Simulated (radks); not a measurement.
Results of a calculation; reference values are marked as such.
Task: Rb4+, configuration [Ar] 3d10 4s1 4p3 5s1 (not the ground configuration). Level of theory: Dirac Kohn-Sham, PBE, spin-unpolarised, spherical densities, finite nucleus; open shells fill j = l - 1/2 first; Fermi nuclear charge, rms radius 4.2036 fm (a radial shooting solver on a logarithmic mesh with Libxc functionals). Some entries of the table are withheld. Estimate them.

orbital,occ.,eigenvalue (eV),<1/r> (bohr^-1)
1s1/2,2,-15090.95,37.88
2s1/2,2,-2069.177,8.504
2p1/2,2,-1882.633,8.474
2p3/2,4,-1821.823,8.162
3s1/2,2,-358.8299,2.827
3p1/2,2,-291.9274,2.716
3p3/2,4,-282.7586,2.642
3d3/2,4,(1),2.413
3d5/2,6,(2),2.394
4s1/2,1,-84.3369,1.009
4p1/2,2,-66.6993,(3)
4p3/2,1,-65.4340,(4)
5s1/2,1,-32.7476,0.4611

Result: 
(1) 3d3/2 eigenvalue (eV): -165.6473
(2) 3d5/2 eigenvalue (eV): -164.0810
(3) 4p1/2 <1/r> (bohr^-1): 0.9101
(4) 4p3/2 <1/r> (bohr^-1): 0.8932
